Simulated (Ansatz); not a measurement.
Basis-set extrapolation for `C=[C]([AlH2])BO` (PBE0-D4/def2-TZVP geometry, frozen core, Ansatz 0.2.0). Multiplicity 1, RHF reference.

|  | def2-TZVPP | def2-QZVPP |
| --- | --- | --- |
| HF | -420.792834 | -420.808237 |
| MP2 correlation | -0.736680 | -0.788640 |
| CCSD(T) correlation | -0.810087 | not run |

Energies in hartree. Use E(X) = E(∞) + A·exp(−7.88·√X) for Hartree–Fock and E(X) = E(∞) + B·X^(−2.97) for correlation, with X = 3 and 4, and add CCSD(T) minus MP2 of the smaller set to the MP2 limit.

Q: What is the CCSD(T) energy at the basis-set limit?

A: HF limit: -420.808237 + (-0.015403) × 0.13774 = -420.81036. MP2 limit: -0.788640 + (-0.051960) × 0.74074 = -0.82713. Higher-order term: -0.810087 − (-0.736680) = -0.07341. Total: -421.71090 hartree, 67.8 kcal/mol below CCSD(T)/def2-TZVPP.
